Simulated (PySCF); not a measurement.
Simulated Si 2p region for diethylsilane, `CC[SiH2]CC`, binding energy against the vacuum level.

Every computed line was given a Gaussian of 0.6 eV full width at half maximum and an area set by the number of equivalent atoms (split 2:1 within a doublet); the highest printed point is 100. Method: delta-SCF UKS SCAN, pcX-2 on the ionised atom, pcseg-1 elsewhere, spin-free X2C (PySCF).

binding energy (eV), intensity and a bar:
```
    105.2          0 
    105.3          2 
    105.4          5 #
    105.5         11 ###
    105.6         24 #######
    105.7         42 #############
    105.8         66 ####################
    105.9         87 ##########################
    106.0        100 ##############################
    106.1        100 ##############################
    106.2         90 ###########################
    106.3         76 #######################
    106.4         65 ###################
    106.5         59 ##################
    106.6         57 #################
    106.7         52 ################
    106.8         43 #############
    106.9         31 #########
    107.0         20 ######
    107.1         11 ###
    107.2          5 #
    107.3          2 #
    107.4          1 
    107.5          0
```

Task: How many maxima does the curve show, and how many computed lines lie under it?

Result: The curve has 1 maximum (at 106.0 eV). Under it lie 2 lines from 1 inequivalent silicon site, drawn as a 2p3/2, 2p1/2 pair. At this width some lines have no maximum of their own.

Task: Decompose the envelope and assign each component. Numbering: `[CH3:1][CH2:2][SiH2:3][CH2:4][CH3:5]`.

Result: 
| position (eV) | relative area | line | atoms | environment |
| --- | --- | --- | --- | --- |
| 106.03 | 0.67 | Si 2p3/2 | Si3 | SiH2 silicon |
| 106.66 | 0.33 | Si 2p1/2 | Si3 | SiH2 silicon |

Task: What are the centre and the root-mean-square width of the whole band?

Result: The area-weighted mean of the lines is 106.24 eV. Their own spread about it is 0.29 eV (rms) and each Gaussian has σ = 0.6/2.355 = 0.25 eV; the variances add, which gives 0.39 eV.

No satellites, vibrations or lifetime broadening are included. Spin–orbit and ligand-field terms were added within each 2p shell after the spin-free SCF. 2p1/2 minus 2p3/2 (ligand field included): Si 0.62 eV. The structure is a single PBE0-D3(BJ)/def2-SVP conformer in the gas phase; no vibrational or solvent corrections.

Conformer computed: `[CH3:1][CH2:2][SiH2:3][CH2:4][CH3:5]`: C1–C2–Si3–C4 180°, C2–Si3–C4–C5 180°.
